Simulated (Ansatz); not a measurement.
H$_{2}$Ga (SMILES [GaH2]), doublet, geometry from GFN2-xTB (such geometries of metal compounds can be far from the true shape) (the spin is typed, not shown lowest); WB97X/6-31G** (Ansatz, a quantum-chemistry and plane-wave program).

The Ansatz input:
Ansatz 0.2 input:
```yaml
crystal:
  periodic: [false, false, false]
  atoms:
    - {symbol: Ga, position_ang: [0.05144791, 0.01309187, 0.03530349]}
    - {symbol: H, position_ang: [-0.52007380, -1.67523193, -0.40542734]}
    - {symbol: H, position_ang: [-1.07481131, 1.26938408, -0.68898100]}
basis:
  gaussian:
    orbitals: 6-31G__.json
hamiltonian:
  xc: {name: wB97X}
magnetization: {spin_polarized: true, initial_magnetization: 1}
accuracy: high
```
The basis file holds 6-31G** in the JSON format of the Basis Set Exchange.

The log (banner, timings and long lists left out):

```
Functional definition: wB97X
762 factors; integrals over basis functions are off by at most 4.4e-9 eV
202 factors; integrals over basis functions are off by at most 2.3e-9 eV
mean field evaluation 1: about -52401.3347 eV, gradient 1.0e1 eV
mean field evaluation 2: about -52401.6937 eV, gradient 9.8e0 eV
mean field evaluation 4: about -52401.8798 eV, gradient 4.2e-1 eV
mean field evaluation 8: about -52401.8927 eV, gradient 4.5e-2 eV
mean field evaluation 16: about -52401.8928 eV, gradient 2.9e-6 eV
mean field -52401.89280571 eV, -1925.7340413311 hartree, gradient 2.3e-8 eV, S^2 0.759556; 0 other end points of the search recorded, 0 dependent functions left out
reference -52401.89280351 eV, -1925.7340412505 hartree; 17, 16 occupied and 28, 29 virtual orbitals, 762 factors
Total energy: -52401.89280351 eV, -1925.7340412505 hartree
```
